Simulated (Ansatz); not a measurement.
Reaction: CH2S (SMILES C=S) + H+ → CH3S+ (SMILES C=[SH+])
Each species at its own B3LYP-D3(BJ)/def2-TZVP minimum (Ansatz, a program for electronic structure).

Total energies in hartree (Ansatz). Open shells are spin-unrestricted; no spin-orbit coupling. Correlated methods leave the cores frozen. No relativity. The restricted determinant of CH2S (C=S, singlet) is unstable towards broken spin symmetry in at least one set run.

| species | HF/cc-pV(T+d)Z | CCSD(T)/cc-pV(T+d)Z | HF/cc-pV(Q+d)Z | CCSD(T)/cc-pV(Q+d)Z | CCSDT(Q)/cc-pV(T+d)Z |
|---|---|---|---|---|---|
| 1: CH2S (SMILES C=S) | -436.55883 | -436.93752 | -436.56510 | -436.96612 | -436.93942 |
| 2: CH3S+ (SMILES C=[SH+]) | -436.86870 | -437.24047 | -436.87503 | -437.26749 | -437.24242 |

Task: Work out the proton affinity (electronic), positive where energy is released in kcal/mol: take Hartree-Fock from cc-pV(Q+d)Z, extrapolate the CCSD(T) correlation energy as X^-3 (X = 3, 4), and add CCSDT(Q) - CCSD(T) in cc-pV(T+d)Z. 1 hartree = 627.51 kcal/mol.

Result: 
Species 1: correlation (64·(-0.40102) - 27·(-0.37869))/37 = -0.41731; step -0.00190; E1 = -436.56510 + (-0.41731) + (-0.00190) = -436.98431
H+ has no electrons: E = 0
Species 2: correlation (64·(-0.39246) - 27·(-0.37177))/37 = -0.40756; step -0.00195; E2 = -436.87503 + (-0.40756) + (-0.00195) = -437.28454
+1·E1 -1·E2 = 0.30023 hartree = 188.4 kcal/mol.
